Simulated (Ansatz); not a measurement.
CH2OSTe (`OC(=S)[TeH]`), relaxed with RKS PBE0-D4/def2-TZVP in Ansatz from a PBE-D4/def2-SVP geometry. The force threshold is 0.005 eV/Å; the program also tests the step.

The species carries charge 0 and has multiplicity 1. Te: def2 effective core potential.

Start:

```xyz
6

O    -0.430    1.211   -0.949
C    -0.286    0.445    0.146
S    -1.079    0.733    1.532
Te    1.185   -1.171   -0.165
H     0.015    0.798   -1.719
H     0.594   -2.016    1.155
```

```tsv
step	energy (eV)	largest force (eV/Å)	largest move (Å)
1	-21239.3104	0.668	0.000
2	-21239.3471	0.370	0.058
3 (rejected)	-21239.3451	0.483	0.055
4	-21239.3568	0.103	0.027
5	-21239.3571	0.095	0.006
6	-21239.3590	0.047	0.085
7	-21239.3597	0.012	0.037
8	-21239.3597	0.068	0.038
9 (rejected)	-21239.3592	0.063	0.014
10	-21239.3599	0.017	0.007
11	-21239.3600	0.003	0.013
12	-21239.3600	0.009	0.020
13 (rejected)	-21239.3600	0.036	0.035
14	-21239.3600	0.009	0.017
15	-21239.3600	0.007	0.009
16	-21239.3600	0.010	0.005
17	-21239.3600	0.007	0.001
18	-21239.3600	0.005	0.000
19	-21239.3600	0.004	0.000
```

End:

```xyz
6

O    -0.418    1.207   -0.935
C    -0.311    0.387    0.114
S    -1.090    0.666    1.492
Te    0.976   -1.283   -0.249
H     0.106    0.909   -1.688
H     0.736   -1.886    1.267
```

It took 81 s on 2 threads of an Arm Neoverse V1 on a shared host, with 0.38 GiB of host memory at the peak.
